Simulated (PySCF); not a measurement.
# 29Si chemical shifts

[PySCF 2.14: GFN2-xTB structure; shielding tensors at PBE0/pcSseg-1 (GIAO); one computed conformer; isolated molecule; rapidly exchanging positions averaged; relativity neglected]

Shieldings were converted by a linear fit to measured shifts: 29Si (scatter 8.9 ppm rms, 25.8 ppm with the 6 outliers that the fit left out vs TMS, solution or neat liquid). Occasional misses reach two or three times the rms, and more in compound classes unlike the fitted ones.

Problem. Give the 29Si shifts of `C[SiH2]O[Si@H](C)C#N`, `FC(F)(F)p1p([SiH3])p1[SiH3]`, `C=CC[Si](O)(O)[SiH2]C`, `N#C[Si@@H](C=O)/C=C/OC=O`, `C=CC[Si](O)(O)C[SiH3]`, `O[SiH2]O[Si@H](P)C[SiH3]`, `CC(=O)C[SiH2]C[SiH2]O`, `C[SiH2]O[Si@@H](P)O[SiH3]`.

Solution. 
```csv
compound,environment,δ (ppm)
[CH3:1][SiH2:2][O:3][Si@H:4]([CH3:5])[C:6]#[N:7],"Si2: silicon bonded to C, O, 2 H",-20.8
[CH3:1][SiH2:2][O:3][Si@H:4]([CH3:5])[C:6]#[N:7],"Si4: silicon bonded to 2 C, O, H",-42.9
FC(F)(F)p1p([SiH3])p1[SiH3],"silicon bonded to P, 3 H (×2)",-56.4
[CH2:1]=[CH:2][CH2:3][Si:4]([OH:5])([OH:6])[SiH2:7][CH3:8],"Si4: silicon bonded to C, 2 O, Si",-16.4
[CH2:1]=[CH:2][CH2:3][Si:4]([OH:5])([OH:6])[SiH2:7][CH3:8],"Si7: silicon bonded to C, Si, 2 H",-77.9
N#C[Si@@H](C=O)/C=C/OC=O,"silicon bonded to 3 C, H",-64.8
[CH2:1]=[CH:2][CH2:3][Si:4]([OH:5])([OH:6])[CH2:7][SiH3:8],"Si4: silicon bonded to 2 C, 2 O",-12.6
[CH2:1]=[CH:2][CH2:3][Si:4]([OH:5])([OH:6])[CH2:7][SiH3:8],"Si8: silicon bonded to C, 3 H",-69.9
[OH:1][SiH2:2][O:3][Si@H:4]([PH2:5])[CH2:6][SiH3:7],"Si4: silicon bonded to C, O, P, H",-3.8
[OH:1][SiH2:2][O:3][Si@H:4]([PH2:5])[CH2:6][SiH3:7],"Si2: silicon bonded to 2 O, 2 H",-38.0
[OH:1][SiH2:2][O:3][Si@H:4]([PH2:5])[CH2:6][SiH3:7],"Si7: silicon bonded to C, 3 H",-69.5
[CH3:1][C:2](=[O:3])[CH2:4][SiH2:5][CH2:6][SiH2:7][OH:8],"Si7: silicon bonded to C, O, 2 H",-21.5
[CH3:1][C:2](=[O:3])[CH2:4][SiH2:5][CH2:6][SiH2:7][OH:8],"Si5: silicon bonded to 2 C, 2 H",-44.2
[CH3:1][SiH2:2][O:3][Si@@H:4]([PH2:5])[O:6][SiH3:7],"Si2: silicon bonded to C, O, 2 H",-22.0
[CH3:1][SiH2:2][O:3][Si@@H:4]([PH2:5])[O:6][SiH3:7],"Si4: silicon bonded to 2 O, P, H",-25.6
[CH3:1][SiH2:2][O:3][Si@@H:4]([PH2:5])[O:6][SiH3:7],"Si7: silicon bonded to O, 3 H",-42.8
```
